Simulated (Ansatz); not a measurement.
`[SiH3][SiH2][InH2]` + `O=CO` → `O=CO[SiH2][SiH3]` + `[InH3]` at 500 K and 1 bar (cleavage of the Si–In bond).

Calculated with Ansatz (gas phase, PBE0-D4/def2-TZVP geometries, no zero-point term in ΔE). CBS: MP2 limit from def2 TZ/QZ plus the TZ coupled-cluster correction, frozen cores. This one scheme is used for every species. def2 core potentials past Kr. For In outer-core shells are correlated without core-valence functions, which leaves a few kJ/mol of doubt a bond. One conformer a species, not always the lowest.

```json
{"species": "`[SiH3][SiH2][InH2]`", "CCSD(T)/CBS energy (Eh)": "-772.14490", "H − E (kJ/mol)": "190.9", "S (J/(mol·K))": "451.9"}
{"species": "`O=CO`", "CCSD(T)/CBS energy (Eh)": "-189.60296", "H − E (kJ/mol)": "110.7", "S (J/(mol·K))": "274.8"}
{"species": "`O=CO[SiH2][SiH3]`", "CCSD(T)/CBS energy (Eh)": "-770.19289", "H − E (kJ/mol)": "225.1", "S (J/(mol·K))": "431.8"}
{"species": "`[InH3]`", "CCSD(T)/CBS energy (Eh)": "-191.56739", "H − E (kJ/mol)": "65.2", "S (J/(mol·K))": "255.5"}
```

H − E and S are ideal-gas, rigid-rotor, harmonic terms from PBE0-D4/def2-TZVP, for one conformer and one mirror image of each species. 1 Eh = 2625.50 kJ/mol, R = 8.31446 J/(mol·K).

Question: By hand: ΔE, ΔH, ΔS and ΔG.

Answer: ΔE = (-770.19289) + (-191.56739) − (-772.14490) − (-189.60296) = -0.01242 Eh = -32.6 kJ/mol. Δ(H − E) = 225.1 + 65.2 − 190.9 − 110.7 = -11.3, so ΔH = -43.9 kJ/mol. ΔS = 431.8 + 255.5 − 451.9 − 274.8 = -39.4 J/(mol·K). ΔG = -43.9 − 500 × (-39.4)/1000 = -24.2 kJ/mol.

Question: By hand: the equilibrium constant, and the temperature at which ΔG would vanish if ΔH and ΔS stayed fixed.

Answer: log₁₀ K = −ΔG/(RT ln 10) = 2.5. ΔG = 0 at ΔH/ΔS = 1114 K.

TΔS isn't small against ΔH here. A doubt of 5 kJ/mol in ΔE shifts log₁₀ K by 0.5 here. Other conformers and mirror images would add mixing entropy, several J/(mol·K) or more a flexible species. Modes under 60 cm⁻¹, often nearly free rotors, make the harmonic entropy too high. These are equilibria of isolated gas molecules and say nothing of rates. Largest T1 diagnostic: 0.016 (customary marks: 0.02 for closed shells, 0.045 for open ones).
